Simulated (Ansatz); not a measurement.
Energy needed to pull apart AgF (SMILES [F][Ag]), closed shell, into free ground-state atoms, from the structure below (displaced at random from a GFN2-xTB minimum); no zero-point or spin–orbit terms; open-shell atoms are treated unrestricted, in their ground-state multiplicity.

```
atom    x (Å)    y (Å)    z (Å)
  F1   0.8565  -0.3081   0.4770
 Ag2  -0.7468   0.3206  -0.4014
```

Program: Ansatz 0.2.0. Basis: def2-TZVPP. Cores are frozen in the correlated methods. Filled d shells of the heavier atoms are correlated. Core potentials replace the inner electrons of the atoms past krypton.

```csv
method,atomization energy (kJ/mol)
SPW92,?
PBE-D4,?
r2SCAN-D4,329
PBE0-D4,310
LC-wPBE,346
wB97M-V,340
HF,156
MP2,333
CCSD,298
CCSD(T),310
```

Problem. What does SPW92 give? (Judge from chemistry; the value comes from the calculation.)

Solution. The calculation gives: 417 kJ/mol, which is about 107 kJ/mol more than CCSD(T)/def2-TZVPP.

Problem. What does PBE-D4 give? (To be estimated.)

Solution. Computed: 345 kJ/mol, which is about 35 kJ/mol more than CCSD(T)/def2-TZVPP.

In triple zeta the MP2 and coupled-cluster atomization energies are still short of their basis limit by a few kcal/mol a bond, whereas those of the functionals are nearly converged, so these differences are not deviations from converged CCSD(T).

The T1 diagnostic stays at or below 0.023.

For scale, one of the runs: CCSD(T)/def2-TZVPP forces, 87 basis functions (an equivalent command: `ansatz run in.yaml --threads 4`). Hardware: 4 CPU threads, shared host. Wall time about 16 s.
